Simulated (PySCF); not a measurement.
Gas-phase reaction: 2 SnH2 + 5 Cl2 ⇌ 2 SnCl3 + 4 HCl

Energies from PySCF, thermal terms from the rigid-rotor harmonic-oscillator model, ideal gas at 1 bar. † marks an energy on the PBE0/def2-TZVP geometry and frequencies; other levels use their own. MP2 and CCSD(T) freeze the core. Open shells (unrestricted): SnCl3 (multiplicity 2); the rest are closed-shell singlets. B3LYP is the form with VWN-RPA correlation. Sn: scalar-relativistic def2 core potential, no spin-orbit coupling. SnH2, SnCl3: computed as isolated molecules; such fragments, hydroxides, amides, oligomers or adducts are transient or little studied in the gas. MP2 isn't extrapolated to the basis-set limit; its ΔH°(298 K) is -1538.0 kJ in def2-SVP and -1453.7 kJ in def2-TZVPP. CCSD(T) isn't extrapolated to the basis-set limit. The harmonic model lacks anharmonicity and excited electronic states, which grow with temperature; levels with a mode under 35 cm⁻¹ are left out. Soft modes under 120 cm⁻¹ make the harmonic entropy rough for SnCl3.

```tsv
level	ΔE electronic, kJ	ΔH°(298 K), kJ	ΔS°(298 K), J/K	ΔG°(1400 K), kJ
B3LYP/def2-TZVP†	-1348	-1322	-123	-1167
CCSD(T)/def2-SVP†	-1462	-1437	-123	-1282
HF/def2-TZVP†	-1503	-1477	-123	-1322
M06-2X/def2-TZVP†	-1468	-1442	-123	-1287
MP2/def2-TZVPP†	-1479	-1454	-123	-1299
PBE/def2-TZVP†	-1337	-1312	-123	-1157
PBE0/def2-QZVP†	-1399	-1374	-123	-1218
PBE0/def2-SVP†	-1471	-1445	-123	-1290
PBE0/def2-TZVP	-1392	-1367	-123	-1211
LDA/def2-TZVP†	-1363	-1338	-123	-1183
ωB97X-V/def2-TZVP†	-1400	-1374	-123	-1219
```
ΔH° is lowest at HF/def2-TZVP† and highest at PBE/def2-TZVP†. No reference value is set beside these.
